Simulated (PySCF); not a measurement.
This script is equivalent to a calculation on Zn²⁺ (zinc, charge +2).

```python
from pyscf import gto, scf, dft, mp, cc
import basis_set_exchange as bse
mol = gto.M(atom="Zn 0 0 0", charge=2, spin=0, symmetry="D2h",
            basis=gto.basis.parse(bse.get_basis("pcseg-2", elements=["Zn"], fmt="nwchem", header=False)))
mf = scf.UHF(mol)
mf.irrep_nelec = {'Ag': (5, 5), 'B1g': (1, 1), 'B2g': (1, 1), 'B3g': (1, 1), 'B1u': (2, 2), 'B2u': (2, 2), 'B3u': (2, 2)}
mf.kernel()
```

Problem. What total energy does it give?

Solution. -1776.92544 hartree (calculated).

Problem. Which occupied shell lies highest, and where?

Solution. 3d, at -41.660 eV.
